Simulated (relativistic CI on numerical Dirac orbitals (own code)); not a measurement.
Method of calculation: Dirac-Coulomb-Breit CI, separate exchange-only KLI orbitals for each configuration, QED by a radiative potential, unscaled Slater integrals (own radial code, finite nucleus).

Configurations in the expansion (outside the closed core [Ar] 3d10): 4s²4p⁶4d, 4s²4p⁵4d², 4s²4p⁶4f, 4s²4p⁶5s, 4s4p⁶4d², 4s²4p⁶5p, 4s²4p⁵4d4f, 4s²4p⁶5d, 4s4p⁶4d4f, 4s²4p⁶6s, 4s²4p⁵4d5s, 4s²4p⁶5f, 4s²4p⁶6p, 4s²4p⁶5g, 4s²4p⁶6d, 4s²4p⁵4d5p, 4s²4p⁶7s, 4s²4p⁶6f, 4s²4p⁶7p, 4s²4p⁵4d5d, 4s²4p⁶8s, 4p⁶4d³, 4p⁵4d⁴, 4p⁵4d³4f, 4p⁶4d4f², 4p⁵4d²4f², 4p⁶4f³, 4p⁶4f²5s, 4p⁶4f²5p, 4p⁵4d4f³, 4s4p⁶5s², 4s4p⁵4f5s². Double excitations out of closed p, d and f shells are left out; levels of such configurations are missing from the list, as are those of other unlisted configurations, and high levels can miss mixing partners. These lack a partner that the ground configuration has and come out too high: 4s²4p⁵4d5s, 4s²4p⁵4d5p, 4s²4p⁵4d5d, 4s²4p⁶5d, 4s²4p⁶6s.

At this charge energies of transitions that change n are usually good to better than 1 %, and those within a shell (Δn = 0) to a few per cent.

Outline of the computed level scheme of Ag XI. Lowest level of each configuration: 4s²4p⁶4d ²D3/2 at 0.0000 eV; 4s²4p⁶5s ²S1/2 at 52.6066 eV; 4s²4p⁵4d² ⁴D°1/2 at 54.0398 eV; 4s²4p⁶5p ²P°1/2 at 66.1613 eV.

Some strong electric-dipole decays among the lowest 45 levels: 4s²4p⁶5p ²P°1/2 → 4s²4p⁶4d ²D3/2 (5.3e+10 s⁻¹); 4s²4p⁶5p ²P°3/2 → 4s²4p⁶4d ²D5/2 (4.1e+10 s⁻¹); 4s²4p⁵4d² ⁴S°3/2 → 4s²4p⁶4d ²D5/2 (8.7e+09 s⁻¹); 4s²4p⁵4d² ²D°3/2 → 4s²4p⁶4d ²D5/2 (7.9e+09 s⁻¹); 4s²4p⁵4d² ²G°7/2 → 4s²4p⁶4d ²D5/2 (6.2e+09 s⁻¹); 4s²4p⁶5p ²P°3/2 → 4s²4p⁶4d ²D3/2 (4.9e+09 s⁻¹); 4s²4p⁵4d² ⁴D°1/2 → 4s²4p⁶4d ²D3/2 (4.4e+09 s⁻¹); 4s²4p⁵4d² ²F°7/2 → 4s²4p⁶4d ²D5/2 (4.4e+09 s⁻¹).

LS names give the leading component of a level, which can be under half, so a name can repeat, a term be missing and a line seem to break the LS rules.
